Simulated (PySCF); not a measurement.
## Working out the excitation energy of P

P [Ne] 3s2 3p3 (4S) → P [Ne] 3s1 3p3 3d1 (6D). Computed with PySCF 2.14 in aug-cc-pVDZ-DK (5s4p2d, 27 functions), with the spin-free X2C one-electron Hamiltonian (Gaussian nucleus). Frozen: [Ne]. Energies in hartree (1 hartree = 27.21139 eV):

```tsv
part	P (lower)	P (upper)
UHF	-341.524308	-341.031371
CCSD correlation	-0.085087	-0.024081
(T)	-0.001546	-0.000109
```

What does Hartree-Fock give?

(-341.031371) − (-341.524308) = 0.492937 hartree = 13.413 eV.

What do CCSD and CCSD(T) give?

The CCSD correlation energies differ by 0.061006 hartree = 1.660 eV and the triples by 0.001437 hartree = 0.039 eV, so CCSD gives 15.073 eV and CCSD(T) 15.112 eV.

The upper state lies above the first ionisation limit, but in LS coupling its spin forbids autoionisation to the ground ion.

A double-zeta basis recovers only part of the correlation energy.
